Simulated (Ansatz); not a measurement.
C3H8BN can be A, `BNCC=C`, or B, `BNC(=C)C`.

Program: Ansatz. Geometries: PBE0-D4/def2-TZVP. ΔE: electronic, gas phase. CBS: MP2 limit from def2 TZ/QZ plus the TZ coupled-cluster correction, frozen cores. DFT in def2-TZVPP. B3LYP here is the variant with VWN-RPA as its local correlation; programs differ in this. One conformer a species, not always the lowest.

Task: Which is lower in electronic energy at CCSD(T)/CBS, and by how much? (An estimate is asked.)

Result: Ansatz gave: B, by 31.2 kJ/mol.

Task: Give E(B) − E(A) in kJ/mol with PBE-D4, PBE0-D4, MP2/def2-TZVPP, B3LYP, CCSD/def2-TZVPP, HF/def2-TZVPP, CCSD(T)/def2-TZVPP. (An estimate is asked.)

Result: Computed: PBE-D4 -38.3, PBE0-D4 -37.4, MP2/def2-TZVPP -34.1, B3LYP -32.1, CCSD/def2-TZVPP -29.1, HF/def2-TZVPP -25.6, CCSD(T)/def2-TZVPP -30.5. None reverses the order clearly.

Largest T1 diagnostic: 0.013.

In def2-TZVPP, CCSD(T) changes the Hartree–Fock value by −4.9 kJ/mol (the triples alone add −1.4 kJ/mol) and MP2 by −8.4 kJ/mol.
